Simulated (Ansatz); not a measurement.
Stepwise reaction of `C#C[SiH2]C#C` with hydrogen, as a gas-phase model of exchange steps in deposition or etching. ΔE in kJ/mol; ΔG adds harmonic PBE0-D4 terms to CCSD(T)/CBS, at 1 bar.

Isolated molecules relaxed with PBE0-D4/def2-TZVP in Ansatz; ΔE leaves out vibrations. CCSD(T)/CBS adds triple-zeta CCSD(T) − MP2 to the extrapolated MP2 energy (def2 sets, frozen cores). This one scheme is used for every species. Functionals use def2-TZVPP. B3LYP here is the variant with VWN-RPA as its local correlation; programs differ in this.

```tsv
step	reaction	PBE-D4	B3LYP-D4	ωB97M-V	CCSD(T)/CBS	ΔG(500 K)
1	`C#C[SiH2]C#C` + H₂ → `C#C[SiH3]` + `C#C`	18.3	15.8	13.6	16.8	19.7
```

Give the row of step 2, `C#C[SiH3]` + H₂ → SiH₄ + `C#C`. (Estimate.)

Ansatz gave: 
```
step                         reaction  PBE-D4  B3LYP-D4  ωB97M-V  CCSD(T)/CBS  ΔG(500 K)
   2  `C#C[SiH3]` + H₂ → SiH₄ + `C#C`    17.8      14.7     13.1         15.8       22.5
```

By hand: ΔE of the 2 steps together at CCSD(T)/CBS.

(16.8) + (15.8) = 32.6 kJ/mol, or 16.3 kJ/mol a step.

In ΔE the steps differ by no more than 1.0 kJ/mol. All are uphill at CCSD(T)/CBS. ΔG lies between 19.7 and 22.5 kJ/mol a step. PBE-D4 differs from CCSD(T)/CBS by 1.5 to 2.0 kJ/mol a step. Isolated molecules leave out the surface, adducts and barriers. Largest T1 diagnostic: 0.013.
